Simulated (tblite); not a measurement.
Species: C₇H₁₆FNSi.
Atom-mapped SMILES: `[CH3:1][CH2:2][CH2:3][Si@@H:4]([NH:5][CH3:6])[C@@H:7]1[CH2:8][C@@H:9]1[F:10]` (hydrogens: H11, H12, H13 on C1; H14, H15 on C2; H16, H17 on C3; H18 on Si4; H19 on N5; H20, H21, H22 on C6; H23 on C7; H24, H25 on C8; H26 on C9)

Structure used (GFN2-xTB), in Å, numbered top down from 1:
```
atom  x, y, z in Å
C1     3.442   -0.414    0.403
C2     1.934   -0.583    0.543
C3     1.173    0.620   -0.009
Si4   -0.713    0.475    0.189
N5    -1.451    1.633   -0.852
C6    -1.165    3.047   -0.791
C7    -1.330   -1.172   -0.500
C8    -2.568   -1.809    0.080
C9    -1.226   -2.395    0.341
F10   -0.714   -2.279    1.605
H11    3.718   -0.302   -0.644
H12    3.777    0.471    0.940
H13    3.966   -1.278    0.806
H14    1.680   -0.724    1.594
H15    1.621   -1.483    0.009
H16    1.426    0.747   -1.063
H17    1.526    1.518    0.502
H18   -1.072    0.572    1.617
H19   -2.407    1.466   -1.129
H20   -0.115    3.181   -0.547
H21   -1.760    3.564   -0.031
H22   -1.361    3.512   -1.759
H23   -1.171   -1.339   -1.558
H24   -3.245   -2.348   -0.565
H25   -3.047   -1.304    0.904
H26   -0.938   -3.354   -0.074
```

All values are computed: GFN2-xTB (tblite) harmonic vibrations without scaling, gas phase. Against measured fundamentals such values can be off by several per cent, at times by over 20. Modes of hydrogen on silicon can be 10 to 20 % off. One conformer, not necessarily the lowest.

Harmonic wavenumbers (cm⁻¹): 39.2, 44.2, 67.3, 77.5, 95.2, 106.9, 143.8, 148.6, 197.1, 235.2, 239.1, 257.2, 324.1, 357.4, 408.5, 476.7, 528.9, 655.8, 670.5, 687.7, 739.1, 772.4, 819.7, 831.3, 843.2, 865.5, 955.0, 977.2, 1011.9, 1022.7, 1031.6, 1063.3, 1066.4, 1078.5, 1080.9, 1109.8, 1119.6, 1135.7, 1160.2, 1210.6, 1228.1, 1250.0, 1283.4, 1287.2, 1355.6, 1361.8, 1378.2, 1414.4, 1420.3, 1459.7, 1484.7, 1493.0, 1502.3, 1502.9, 1505.5, 1508.9, 2162.9, 2912.6, 2961.0, 2975.3, 2977.7, 2980.5, 2995.2, 3022.5, 3026.0, 3028.0, 3031.3, 3044.5, 3046.2, 3081.1, 3107.0, 3435.7.

A = 981.8, B = 951.4, C = 526.2 MHz; mass 161.104 u (most abundant isotopes); point group C1, symmetry number 1.

Question: What is the zero-point energy?

Answer: ½Σν̃ = 47940 cm⁻¹ = 137.07 kcal/mol.

Question: Give the ideal-gas entropy at 273.15 K and 1 bar in the rigid-rotor, harmonic-oscillator model (classical rotation).

Answer: Translation 40.73, rotation 30.60, vibration 43.00: S = 114.3 cal/(mol K).

Question: And Cp and H(273.15 K) − H(0)?

Answer: Cp = 47.04 cal/(mol K), of which vibrations give 39.09 (their classical limit is 72 R = 143.1); H(273.15 K) − H(0) = 8.02 kcal/mol without the zero-point energy, 5.85 from vibrations.

Question: How do the functions run with temperature in this model?

Answer: 
```
 T (K)  S (cal/(mol K))  Cp (cal/(mol K))  H − H(0) (kcal/mol)  G − H(0) (kcal/mol)  ln q(vib)
    50             64.3              17.9                 0.61                -2.61       1.14
   100             79.5              26.1                 1.72                -6.22       3.44
298.15            118.6              50.4                 9.24               -26.12      11.84
373.15            131.0              60.5                13.40               -35.48      14.71
   500            150.9              75.7                22.07               -53.37      19.40
   750            186.0              97.3                43.90               -95.60      28.21
  1000            216.1             111.6                70.13              -145.95      36.36
```

q(vib) and H(0) count from the zero-point level.

Question: Blend soft modes into free rotors: weight 1/[1 + (100 cm⁻¹/ν̃)⁴] for the oscillator and the rest for a rotor with moment μB/(μ + B), μ = h/(8π²ν), B = 10⁻⁴⁴ kg m². What vibrational entropy results?

Answer: 38.51 cal/(mol K) in place of 43.00, which changes −T·S at 273.15 K by +1.22 kcal/mol.

Question: What must be added to the electronic energy to get the Gibbs energy at 273.15 K and 1 bar?

Answer: ZPE + [H(273.15 K) − H(0)] − T·S = 137.07 + 8.02 − 31.23 = 113.86 kcal/mol.

Question: Which modes carry the vibrational entropy at 273.15 K?

Answer: 39.2 cm⁻¹: 5.13; 44.2 cm⁻¹: 4.89; 67.3 cm⁻¹: 4.06; 77.5 cm⁻¹: 3.78; 95.2 cm⁻¹: 3.38; 106.9 cm⁻¹: 3.15 cal/(mol K); the other 66 give 18.61 together.

Hindered rotation and anharmonicity are outside this model. Other conformers, if any are populated, would add a mixing term that is left out. The structure is chiral; the term R ln 2 for an equal mix with its mirror image is left out.

Hardware: one thread of an AMD EPYC 9R45, shared host with 96 logical CPUs at a one-minute load of 52. Cost: 1.3 s of wall time. This covers the Hessian and the dipole derivatives.
